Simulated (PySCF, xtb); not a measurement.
benzene (C₆H₆), SMILES c1ccccc1.

Harmonic wavenumbers (cm⁻¹) from GFN2-xTB (xtb 6.7.1) at its own minimum, in rising order: 368, 368, 579, 579, 658, 693, 882, 882, 930, 930, 937, 957, 1067, 1090, 1091, 1176, 1198, 1198, 1304, 1320, 1460, 1460, 1600, 1600, 3068, 3072, 3072, 3084, 3084, 3092.

Problem. What does B3LYP-D3(BJ)/def2-SVP (PySCF 2.14.0) give at its own minimum? (An estimate is asked for; the answer gives what the named calculation found.)

Solution. 418, 418, 621, 621, 693, 734, 870, 870, 1003, 1003, 1015, 1023, 1039, 1059, 1059, 1163, 1185, 1185, 1366, 1367, 1511, 1511, 1654, 1654, 3167, 3177, 3177, 3191, 3191, 3201. Paired by order, the mean absolute difference is 55 cm⁻¹ and the zero-point energies are 61.2 and 63.1 kcal/mol.
